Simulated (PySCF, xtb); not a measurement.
C₅H₅F, SMILES C#CCC(=C)F.

GFN2-xTB (xtb) at its own geometry gives an orbital gap of 5.21 eV and a dipole moment of 2.06 D.

Geometry optimised at PBE0-D3(BJ)/def2-SVP. The structure was generated by enumeration, and PubChem lists no compound with its InChIKey, so it may never have been made. The values are those of a single conformer.

What does PBE/def2-TZVP (PySCF) give? (An estimate is asked for; the answer gives what the named calculation found.)

gap 5.43 eV (levels -6.37 and -0.94 eV), dipole 1.36 D.
